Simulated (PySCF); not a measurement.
Two-component Hartree-Fock for Pr²⁺ (praseodymium, charge +2)

Start: [Xe] 4f3; 4f5/2 filled at m_j = +1/2, +3/2, +5/2. Calculated with PySCF 2.14 in x2c-QZVPPall-2c (16s16p12d6f4g1h, 213 functions): generalised Hartree-Fock with the X2C-1e Hamiltonian and a Gaussian nucleus; one run each with spin-orbit coupling (SO) switched off, then screened by Boettger's factors.

```
spinor shell  electrons  ε, spin-free (eV)  ε, screened SO (eV)  weight of nominal j (screened SO)  rms radius, screened SO (bohr)
       1s1/2          2           -42205.9             -42199.9                              1.000                          0.0275
       2s1/2          2            -6911.7              -6909.8                              1.000                           0.111
       2p1/2          2            -6179.0              -6516.9                              1.000                          0.0958
       2p3/2          4            -6179.0              -6030.8                              1.000                           0.102
       3s1/2          2            -1547.4              -1546.8                              1.000                           0.290
       3p1/2          2            -1310.1              -1378.8                              1.000                           0.282
       3p3/2          4            -1310.1              -1279.6                              1.000                           0.294
       3d3/2          4            -976.93              -989.59                              0.999                           0.266
       3d5/2          6            -976.93              -967.78                              0.999                           0.269
       4s1/2          2            -337.41              -337.17                              1.000                           0.661
       4p1/2          2            -257.18              -272.94                              0.988                           0.685
       4p3/2          4            -257.18              -249.98                              0.994                           0.711
       4d3/2          4            -139.24              -144.24                              0.832                           0.782
       4d5/2          6            -139.24              -135.68                              0.888                           0.788
       5s1/2          2            -61.104              -61.057                              1.000                            1.63
       5p1/2          2            -39.300              -41.853                              0.937                            1.82
       5p3/2          4            -39.300              -38.134                              0.968                            1.91
       4f5/2          3            -23.384              -23.405                              0.794                            1.20
```

| quantity | spin-free | screened SO |
| --- | --- | --- |
| E (hartree) | -9230.63196 | -9234.96412 |
| M_J | 9/2 | 9/2 |
| ⟨J²⟩ | 27.757 | 26.896 |
| ⟨L²⟩ | 42.005 | 41.793 |
| ⟨S²⟩ | 3.752 | 3.734 |

The determinant has a definite M_J but mixes levels of different J.

Each row is a mean over spinors that exchange with the open shell spreads, by up to 9.416 eV (4d3/2).

Rows whose weight is well below 1 are mixtures of j = l ± 1/2: exchange outweighs spin-orbit coupling there, and the label is only the starting occupation.

Breit and QED terms are absent; they matter most for the inner s and p1/2 levels.

Densities and radii are taken from the X2C orbitals without a picture-change correction, which distorts them close to the nucleus.

Without spin-orbit coupling the j labels of p, d and f shells carry no meaning; the spin-free column gives the mean over the occupied spinors of each nl shell, and its ⟨J²⟩ belongs to a mixture of degenerate components.
